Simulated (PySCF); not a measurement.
Start geometry of `[CH3][Ge]([CH3])([CH3])[c]1ccccc1` from GFN2-xTB (Å):
```
atom  x, y, z in Å
C1    -2.225    1.409    0.572
Ge2   -1.264   -0.141   -0.148
C3    -1.848   -1.779    0.815
C4    -1.614   -0.340   -2.089
C5     0.689    0.099    0.084
C6     1.217    1.248    0.685
C7     2.596    1.392    0.847
C8     3.463    0.407    0.408
C9     2.933   -0.735   -0.161
C10    1.566   -0.885   -0.325
H11   -2.063    1.565    1.637
H12   -1.954    2.346    0.056
H13   -3.343    1.304    0.425
H14   -1.325   -2.649    0.452
H15   -2.900   -1.950    0.709
H16   -1.608   -1.673    1.891
H17   -2.710   -0.467   -2.254
H18   -1.136   -1.196   -2.492
H19   -1.329    0.531   -2.632
H20    0.527    2.029    1.034
H21    2.964    2.288    1.301
H22    4.523    0.496    0.526
H23    3.611   -1.507   -0.542
H24    1.166   -1.773   -0.805
```

Q: What comes out of this run: PySCF, PBE0-D3(BJ)/def2-SVP geometry optimisation, gas phase?

A: 
```
atom  x, y, z in Å
C1    -2.2361    1.3360    0.6678
Ge2   -1.2735   -0.1936   -0.0748
C3    -1.7076   -1.8191    0.9219
C4    -1.7433   -0.4403   -1.9578
C5     0.6522    0.1280    0.0541
C6     1.1717    1.3098    0.5981
C7     2.5484    1.5228    0.6795
C8     3.4327    0.5512    0.2150
C9     2.9348   -0.6320   -0.3308
C10    1.5583   -0.8369   -0.4089
H11   -1.9363    1.5224    1.7100
H12   -2.0403    2.2457    0.0807
H13   -3.3196    1.1455    0.6534
H14   -1.1416   -2.6761    0.5272
H15   -2.7808   -2.0497    0.8439
H16   -1.4515   -1.7001    1.9851
H17   -2.8239   -0.6145   -2.0725
H18   -1.2092   -1.3056   -2.3781
H19   -1.4681    0.4496   -2.5426
H20    0.4933    2.0841    0.9679
H21    2.9321    2.4524    1.1077
H22    4.5114    0.7151    0.2778
H23    3.6231   -1.3982   -0.6973
H24    1.1872   -1.7722   -0.8407
```

The energy falls by 0.196 eV over 9 energy and gradient evaluations, the largest force component goes from 0.0345 to 3.3e-04 Eh/bohr, and the atoms move by 0.043 Å rms after alignment. The bond that changes most is C4–H18 (sp3 carbon bound to germanium to methyl hydrogen), which lengthens by 0.040 Å. Bonds longer at the end by more than 0.005 Å: 12 of 24; shorter: 7. Among the angles that change most is H12–C1–H13, from 105.1° to 108.1°. Rotational constants go from 1923, 616.0, 557.9 to 1934, 623.4, 561.5 MHz. The orientation of the end geometry is arbitrary; only internal coordinates are fixed.

The run used 228 basis functions and 58 SCF cycles in all. On Arm Neoverse V1, one thread, shared host with 32 logical CPUs at a one-minute load of 13, this took 5.2 min wall and 1.3 GiB of memory at its peak.

No PBE0-D3(BJ)/def2-SVP frequencies stand behind this structure, so it isn't proved a minimum.
